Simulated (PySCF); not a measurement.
**Name the molecule from its bond curve**

A diatomic of charge 0 contains Te. Its singlet curve at PBE0 in a double-zeta basis (scalar-relativistic core potentials, PySCF), in eV from the separated fragments:

(R (Å), E (eV)): (2.128, -0.605), (2.227, -1.102), (2.326, -1.373), (2.400, -1.467), (2.474, -1.491), (2.548, -1.460), (2.647, -1.359), (2.771, -1.171), (2.919, -0.899), (3.117, -0.520)

The fit gives ωe = 367 cm⁻¹ and the rotational constant Bₑ = 0.1370 cm⁻¹.

Problem. Which atom is the partner?

Solution. The minimum lies at 2.466 Å, so the reduced mass is 16.8576 u Å² cm⁻¹/(Bₑ·Re²) = 20.23 u. With Te at 129.91 u the partner weighs about 24.0 u: Mg. The molecule is MgTe.

Spin–orbit coupling is left out.
